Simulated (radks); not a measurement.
Lu8+, configuration [Kr] 4d9 4f10 5s2 5p6 (not the ground configuration).

Calculated with a radial shooting solver on a logarithmic mesh with Libxc functionals: scalar-relativistic Kohn-Sham, PBEsol, spin-polarised, spherical densities, finite nucleus; open shells are filled with parallel spins first (spin-orbit coupling, left out, can overturn this in heavy ions); Fermi nuclear charge, rms radius 5.37 fm.

Energy parts (hartree):
| part | energy |
|---|---|
| total | -14531.2548 |
| kinetic | 15875.9195 |
| electron-nucleus | -35440.6175 |
| Hartree | 5322.6140 |
| exchange-correlation | -289.1708 |

Orbitals (lengths in bohr, moments of r in powers of bohr; <r^-3> diverges for s and p1/2; r(90%) holds 90 % of the orbital's charge):
orbital  occ.  eigenvalue (hartree)  <r^-3>  <1/r>      <r^2>  r(90%)
1s up       1             -2328.739       -  82.16  0.0005125  0.0351
1s down     1             -2328.738       -  82.16  0.0005125  0.0351
2s up       1             -401.6599       -  19.17   0.007926   0.127
2s down     1             -401.6310       -  19.17   0.007925   0.127
2p up       3             -354.2117   16840  17.55   0.006498   0.119
2p down     3             -354.1884   16850  17.55   0.006497   0.119
3s up       1             -95.93197       -  7.086    0.05174   0.312
3s down     1             -95.82653       -  7.091    0.05168   0.312
3p up       3             -81.69008    3694  6.585    0.05230   0.318
3p down     3             -81.58337    3699  6.590    0.05222   0.317
3d up       5             -64.56240   483.0  6.234    0.04347   0.299
3d down     5             -64.47023   483.8  6.239    0.04338   0.299
4s up       1             -23.96160       -  3.033     0.2530   0.679
4s down     1             -23.73659       -  3.030     0.2534   0.679
4p up       3             -19.22658   871.6  2.777     0.2848   0.726
4p down     3             -19.00786   868.4  2.772     0.2856   0.727
4d up       5             -13.04562   98.74  2.487     0.3267   0.793
4d down     4             -12.83358   98.13  2.480     0.3287   0.796
5s up       1              -7.01149       -  1.288      1.222    1.48
5s down     1              -6.93701       -  1.276      1.239    1.49
4f up       7              -6.14724   17.76  2.077     0.4206   0.948
4f down     3              -5.94837   17.53  2.061     0.4320   0.963
5p up       3              -5.65038   170.0  1.141      1.511    1.65
5p down     3              -5.59478   165.7  1.129      1.533    1.67

The highest occupied level is 5p down at -152.24 eV. The electron density at the nucleus is 1.176e+06 e/bohr^3 (large components only). The density falls to 0.001 e/bohr^3 at r = 2.51 bohr. The spin density at the nucleus is 0.03 e/bohr^3 (1s -0.51, 2s -5.71, 3s -20.51, 4s 8.96, 5s 17.79). Summed over all electrons, <r^2> = 21.91 bohr^2, which gives a Langevin (diamagnetic) susceptibility term of -17.3 x 10^-6 cm^3/mol. Spin moment in Bohr magnetons: 5.
